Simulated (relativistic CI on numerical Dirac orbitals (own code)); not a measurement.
# V⁴⁺ (3d) in a crystal field

Calculated by Dirac-Coulomb-Breit CI, orbitals from a KLI potential per configuration, model QED (radiative potential, 1s self-energy scaled to tabulated hydrogen-like ionisation energies), valence Slater integrals scaled by 0.8, one configuration in a parametric crystal field (own radial code).

Field parameters in Wybourne normalisation: D3d B²₀ = −7Dσ, B⁴₀ = −14Dq − 21Dτ, B⁴₃ = −14√(10/7) Dq. The field is a parameter set, without covalency.

S is read from ⟨S²⟩ = S(S + 1).

Powder χT (cm³ K mol⁻¹) by Van Vleck's formula, with temperature-independent terms:

```csv
Field,2 K,5 K,10 K,20 K,50 K,100 K,200 K,300 K
"D3d, 10Dq = 28950, Dσ = -1200, Dτ = 170 cm⁻¹",0.00757,0.0113,0.0175,0.0298,0.0672,0.136,0.267,0.352
"D3d, 10Dq = 28950, Dσ = -980, Dτ = 170 cm⁻¹",0.00643,0.0102,0.0166,0.0292,0.0674,0.138,0.27,0.353
"D3d, 10Dq = 28950, Dσ = -760, Dτ = 170 cm⁻¹",0.00543,0.00931,0.0158,0.0287,0.0679,0.141,0.273,0.356
"D3d, 10Dq = 28950, Dσ = -550, Dτ = 170 cm⁻¹",0.00462,0.00859,0.0152,0.0285,0.0689,0.145,0.275,0.36
"D3d, 10Dq = 28950, Dσ = -330, Dτ = 170 cm⁻¹",0.0389,0.043,0.0497,0.0629,0.0992,0.161,0.279,0.363
"D3d, 10Dq = 28950, Dσ = -110, Dτ = 170 cm⁻¹",0.237,0.238,0.24,0.245,0.258,0.279,0.322,0.364
"D3d, 10Dq = 28950, Dσ = 110, Dτ = 170 cm⁻¹",0.291,0.292,0.293,0.295,0.303,0.316,0.341,0.367
"D3d, 10Dq = 28950, Dσ = 330, Dτ = 170 cm⁻¹",0.313,0.314,0.315,0.316,0.322,0.331,0.35,0.369
```

Task: For D3d, 10Dq = 28950, Dσ = -980, Dτ = 170 cm⁻¹: what effective moment follows at 300 K?

Result: μ_eff = √(8χT) = 1.68 μB. The ground level has S = 0.50; the spin-only moment for S = 1/2 is 1.73 μB. The difference comes from the orbital moment, spin-orbit mixing of terms and temperature-independent paramagnetism, all larger in this ionic model than in covalent complexes.
